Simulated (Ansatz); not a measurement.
CH₄S₂Sn (`C[S][Sn][SH]`). Total charge 0; spin multiplicity 1. Sn takes the def2 core potential. All single points use the PBE0-D4/def2-TZVP geometry. It is one conformer, not always the lowest.

```xyz
8

C    -0.924    0.528    0.856
S    -0.295    1.724   -0.351
Sn    1.311    0.583   -1.747
S     1.097   -1.576   -0.635
H    -1.648    1.053    1.480
H    -0.120    0.148    1.485
H    -1.420   -0.305    0.358
H     1.999   -2.153   -1.446
```

Question: What is the dipole moment at r2SCAN/def2-TZVPP? (An estimate is asked.)

Answer: Computed: 0.90 D, with components (0.60, -0.44, -0.51) D in this frame, pointing from negative to positive charge.

Question: And with PBE, B3LYP, ωB97M-V? (Estimate.)

Answer: Ansatz gave: PBE 0.87 D, B3LYP 1.05 D, ωB97M-V 1.16 D.

Question: Give the Mulliken charges with r2SCAN, PBE, ωB97M-V in def2-TZVPP. (Estimate.)

Answer: The calculation gave: 
```json
{"atom": "C1", "r2SCAN": "-0.14", "PBE": "-0.26", "ωB97M-V": "-0.37"}
{"atom": "S2", "r2SCAN": "-0.35", "PBE": "-0.32", "ωB97M-V": "-0.28"}
{"atom": "Sn3", "r2SCAN": "0.51", "PBE": "0.47", "ωB97M-V": "0.47"}
{"atom": "S4", "r2SCAN": "-0.41", "PBE": "-0.39", "ωB97M-V": "-0.39"}
{"atom": "H5", "r2SCAN": "0.09", "PBE": "0.13", "ωB97M-V": "0.14"}
{"atom": "H6", "r2SCAN": "0.09", "PBE": "0.13", "ωB97M-V": "0.15"}
{"atom": "H7", "r2SCAN": "0.09", "PBE": "0.13", "ωB97M-V": "0.15"}
{"atom": "H8", "r2SCAN": "0.11", "PBE": "0.12", "ωB97M-V": "0.12"}
```

B3LYP here is the variant with VWN-RPA as its local correlation; programs differ in this.
